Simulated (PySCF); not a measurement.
Compound: C₅H₇F₃O.
Atom-mapped SMILES: `[OH:1][CH2:2][C@@H:3]1[CH2:4][C@@H:5]1[C:6]([F:7])([F:8])[F:9]` (hydrogens: H10 on O1; H11, H12 on C2; H13 on C3; H14, H15 on C4; H16 on C5)

Level of theory: TDDFT CAM-B3LYP/def2-SVPD, vertical, gas phase, core orbitals frozen in the response (PySCF 2.14.0, density-fitted response routines). Isolated species at its GFN2-xTB geometry (one conformer only). Torsions of this conformer, `[OH:1][CH2:2][C@@H:3]1[CH2:4][C@@H:5]1[C:6]([F:7])([F:8])[F:9]`: O1–C2–C3–C4 160°, C4–C5–C6–F7 -131°, H–O1–C2–C3 -68°.

Broadening: Gaussians 0.5 eV wide at half height, area fixed by f = 4.319×10⁻⁹ ∫ε dν̃. The width is an assumption, not a result. The curve ends short of the highest state used, and states not computed would add to its high-energy end.

| λ (nm) | ε (L mol⁻¹ cm⁻¹) |
| --- | --- |
| 144.8 | 2154 |
| 145.7 | 2045 |
| 146.5 | 1920 |
| 147.4 | 1742 |
| 148.3 | 1527 |
| 149.1 | 1319 |
| 150.0 | 1082 |
| 150.8 | 883 |
| 151.7 | 685 |
| 152.6 | 523 |
| 153.4 | 413 |
| 154.3 | 328 |
| 155.1 | 286 |
| 156.0 | 273 |
| 156.9 | 292 |
| 157.7 | 332 |
| 158.6 | 396 |
| 159.4 | 463 |
| 160.3 | 542 |
| 161.2 | 614 |
| 162.0 | 666 |
| 162.9 | 704 |
| 163.7 | 716 |
| 164.6 | 705 |
| 165.5 | 669 |
| 166.3 | 619 |
| 167.2 | 549 |
| 168.0 | 480 |
| 168.9 | 400 |
| 169.8 | 323 |
| 170.6 | 260 |
| 171.5 | 198 |
| 172.3 | 152 |
| 173.2 | 110 |
| 174.1 | 77 |
| 174.9 | 55 |
| 175.8 | 37 |
| 176.6 | 25 |
| 177.5 | 16 |
| 178.4 | 10 |
| 179.2 | 7 |
| 180.1 | 4 |
| 180.9 | 2 |
| 181.8 | 1 |

Q: Where are the band maxima, and which computed states make them?

A: 164 nm (7.57 eV), ε about 720, made up of S1 (100%) (ε in L mol⁻¹ cm⁻¹; maxima over ε = 5, shares over 10%). At its high-energy end, 8.56 eV, the curve is still rising (ε about 2100, from S3 and S5). The states used: S1 7.57 eV (f 0.013); S2 8.25 eV (f 0.0039); S3 8.50 eV (f 0.028); S4 8.54 eV (f 0.0022); S5 8.85 eV (f 0.016); S6 8.98 eV (f 0.015); S7 9.08 eV (f 0.015); S8 9.16 eV (f 0.048).

Q: Coming from long wavelengths, where does ε first pass 100 L mol⁻¹ cm⁻¹?

A: At about 173 nm (7.15 eV), 0.42 eV below S1.

Q: What would ε be at 7.57 eV, the highest of these maxima, with half the width (0.25 eV)?

A: About 1430 L mol⁻¹ cm⁻¹ against 716, a factor of about 2.00; a lone state at its own centre would give exactly 2.

On x86-64 server, one thread, shared host, this took 1.7 min of wall time.
